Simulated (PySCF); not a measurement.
**`InChI=1S/C3H4Se/c1-2-3-4/h2-3H,1H2`**

Molfile (atoms numbered from 1):
```
C3H4Se
     RDKit          3D

  8  7  0  0  0  0  0  0  0  0999 V2000
   -1.2690    0.0297   -0.2135 C   0  0  0  0  0  0  0  0  0  0  0  0
   -0.0158   -0.4263   -0.0273 C   0  0  0  0  0  0  0  0  0  0  0  0
    1.1464    0.3245   -0.4302 C   0  0  0  0  0  0  0  0  0  0  0  0
    2.8178   -0.1968   -0.2199 Se  0  0  0  0  0  2  0  0  0  0  0  0
   -1.4562    0.9998   -0.6846 H   0  0  0  0  0  0  0  0  0  0  0  0
   -2.1405   -0.5510    0.0985 H   0  0  0  0  0  0  0  0  0  0  0  0
    0.1613   -1.3983    0.4451 H   0  0  0  0  0  0  0  0  0  0  0  0
    0.9435    1.2968   -0.9037 H   0  0  0  0  0  0  0  0  0  0  0  0
  1  2  2  0
  2  3  1  0
  3  4  2  0
  1  5  1  0
  1  6  1  0
  2  7  1  0
  3  8  1  0
M  END
```

Computed with PySCF 2.14.0, GIAO BP86/aug-pcSseg-1 magnetisability, rotational g tensor and spin-rotation constants, non-relativistic, gas phase. Geometry: PBE0-D3(BJ)/def2-SVP.

The calculation is non-relativistic, which matters for the atoms heavier than Zn. The gap is small, so the large paramagnetic part is uncertain.

Task: Give the nuclear spin-rotation constants along the inertial axes (H = +C I·J) beside the isotropic shieldings.

Result: Rotational constants 45.2802, 1.8686, 1.7946 GHz. A star marks the isotopologue with that one atom substituted, in its own axes.
```
atom  isotope  Caa (kHz)  Cbb (kHz)  Ccc (kHz)  mean (kHz)  σ (ppm)
  H5       1H     -3.824      0.148     -0.207      -1.295     25.5
  H6       1H      2.126     -0.073     -0.201       0.617     24.6
  H7       1H     -4.554      0.230     -0.205      -1.510     24.1
  H8       1H     -2.929      0.301     -0.176      -0.935     19.0
  C1     13C*     20.433      0.749      0.267       7.150     39.2
  C2     13C*     17.234      0.949      0.340       6.174     23.8
  C3     13C*     29.056      1.425      0.319      10.267    -87.0
 Se4    77Se*    450.616      7.604      2.347     153.522  -1367.7
```
For the geometry as given, no vibrational averaging.
